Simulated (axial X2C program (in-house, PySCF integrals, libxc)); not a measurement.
# SeN: properties at the nuclei

Computed with an in-house all-electron X2C program for linear molecules (integrals from PySCF): two-component X2C with atomic mean-field Coulomb and Gaunt terms, Gaussian nuclei, basis Se dyall-cv3z, N dyall-av3z with contracted cores.

R = 1.643 Å (near the PBE0 minimum at charge 0 of the determinant lowest at the starting distance; the state shown can have its own minimum elsewhere).

Determinant lowest in the PBE0 search, Ω = 1/2 (⟨Sz⟩ = -0.50, ⟨Lz⟩ = 1.00 at PBE0), spin on the atoms Se -0.10, N -0.40:

```tsv
level	Eeff magnitude (GV/cm)	Ws magnitude Se (kHz)	A∥/gI Se (MHz)	qzz Se (a.u.)	A∥/gI N (MHz)	qzz N (a.u.)	μ (D)
PBE0	0.247	0.141	1350	0.27	372	-0.51	-2.19
HF	1.01	0.781	1690	1.18	119	-0.58	-1.63
LDA	0.277	0.174	1370	0.10	410	-0.41	-2.28
B3LYP	0.259	0.154	1340	0.36	373	-0.52	-2.25
BHandHLYP	0.397	0.267	1430	0.63	309	-0.61	-2.14
```

Determinant 0.14 eV from it at PBE0 and this distance, Ω = 3/2 (⟨Sz⟩ = 0.50, ⟨Lz⟩ = 1.00 at PBE0), spin on the atoms Se 0.16, N 0.35:

| level | Eeff magnitude (GV/cm) | Ws magnitude Se (kHz) | Ws magnitude N (kHz) | A∥/gI Se (MHz) | qzz Se (a.u.) | A∥/gI N (MHz) | qzz N (a.u.) | μ (D) |
| --- | --- | --- | --- | --- | --- | --- | --- | --- |
| PBE0 | 0.0934 | 0.00385 | 0.000404 | 305 | 0.15 | 84.2 | -0.53 | -2.14 |
| HF | 0.717 | 0.179 | 0.00104 | 608 | 0.97 | 43.4 | -0.59 | -1.57 |
| LDA | 0.15 | 0.0226 | 0.000142 | 279 | 0.01 | 77.4 | -0.43 | -2.21 |
| B3LYP | 0.118 | 0.0119 | 0.000321 | 312 | 0.26 | 87.5 | -0.54 | -2.20 |
| BHandHLYP | 0.205 | 0.0353 | 0.000515 | 423 | 0.51 | 79 | -0.65 | -2.09 |

Eeff is the effective electric field on the electron electric dipole moment in this Ω state and Ws the scalar–pseudoscalar constant of the nucleus named (defined with the proton number Z and per Ω); A∥ (defined per Ω) follows by multiplying with gI = μI/(I μN); qzz is the electric field gradient, eQq0 = 234.96 MHz × Q/barn × qzz; μ is positive if the N end (last atom) is positive. The operators were transformed with the bare-nucleus X2C matrices; with these basis sets, hyperfine constants and field gradients can be off by tens of per cent, and where levels differ in sign neither size nor sign is settled.

**Question.** With gI(77Se) = 1.0701, Q(14N) = 0.02044 barn (g factors from the IAEA table of nuclear moments by Stone; Q from Pyykkö, Mol. Phys. 2018), turn the PBE0 values of the first state into constants in MHz.

**Answer.** A∥(77Se) = 1350 × 1.0701 = 1440 MHz; eQq0(14N) = 234.96 × (0.02044) × (-0.51) = -2.45 MHz.

Each state is one determinant with collinear spin. Unrestricted Hartree–Fock can overshoot spin polarisation at the nuclei. Where Eeff spreads by more than a factor of two the levels disagree and none is to be relied on. The search compared states at one distance, so a state with another bond length can lie lower. Further determinants of the search, some of them spin-mixed, are not shown. Where a field gradient or hyperfine factor spreads by more than a factor of two over the levels, a constant derived from it is not to be relied on. PBE0 term energies can be off by some tenths of an eV.
